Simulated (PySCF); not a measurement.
O2Ti, charge +1, doublet, at a GFN2-xTB geometry (such geometries of metal compounds can be far from the true shape) (the multiplicity is a formal guess).

PySCF was given this input:
```python
from pyscf import gto, scf, dft

mol = gto.Mole()
mol.atom = '''
    Ti    0.30137621    0.05766473    0.36104120
    O     0.50471034    0.08192814   -1.28939438
    O    -1.33349493   -0.24050615    0.29653107
'''
mol.basis = 'pcseg-1'
mol.charge = 1
mol.spin = 1
mol.verbose = 4
mol.build()

mf = dft.UKS(mol)
mf.xc = 'b3lyp'
mf.kernel()
mf.analyze()
```

### Question
Estimate the <S^2> that B3LYP/pcseg-1 (PySCF) returns for this input.

### Answer
0.818

### Question
Estimate the HOMO energy that B3LYP/pcseg-1 returns for this input.

### Answer
-16.33 eV

These values belong to the state on which the SCF converged, which isn't shown to be the lowest.
